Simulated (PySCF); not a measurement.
**Ionisation energy of Si⁺ by level of theory**

Si⁺ [Ne] 3s2 3p1 (2P) → Si²⁺ [Ne] 3s2 (1S), as a difference of total energies. Calculation: PySCF 2.14, in aug-cc-pCVTZ-DK; scalar relativity by spin-free X2C-1e. Correlated levels: valence: [Ne] frozen; valence and next inner shell: 1s2 frozen; nothing frozen. The calculations carry no spin-orbit coupling.

| method | ionisation energy (eV) | plus first-order spin-orbit estimate | error of that sum (eV) |
| --- | --- | --- | --- |
| UHF | 15.817 | 15.837 | -0.509 |
| LDA | 16.342 | 16.363 | +0.017 |
| PBE | 16.388 | 16.409 | +0.063 |
| PBE0 | 16.413 | 16.433 | +0.087 |
| r2SCAN | 16.506 | 16.527 | +0.181 |
| B97-3 | 16.240 | 16.261 | -0.085 |
| CAM-B3LYP | 16.375 | 16.396 | +0.050 |
| M06 | 16.143 | 16.163 | -0.183 |
| wB97X-V | 16.249 | 16.270 | -0.076 |
| MP2 (valence) | 16.084 | 16.105 | -0.241 |
| SCS-MP2 (valence) | 16.073 | 16.093 | -0.253 |
| MP2 (valence and next inner shell) | 16.089 | 16.109 | -0.237 |
| SCS-MP2 (valence and next inner shell) | 16.077 | 16.098 | -0.248 |
| MP2 (all electrons) | 16.091 | 16.112 | -0.234 |
| SCS-MP2 (all electrons) | 16.079 | 16.100 | -0.246 |

Reference: 16.346 eV (measured; NIST Atomic Spectra Database, ionization energies).

A first-order spin-orbit estimate (lowest level to lowest level, LS coupling) adds 0.021 eV.

Errors of the correlated levels include the incompleteness of this basis and the frozen core.
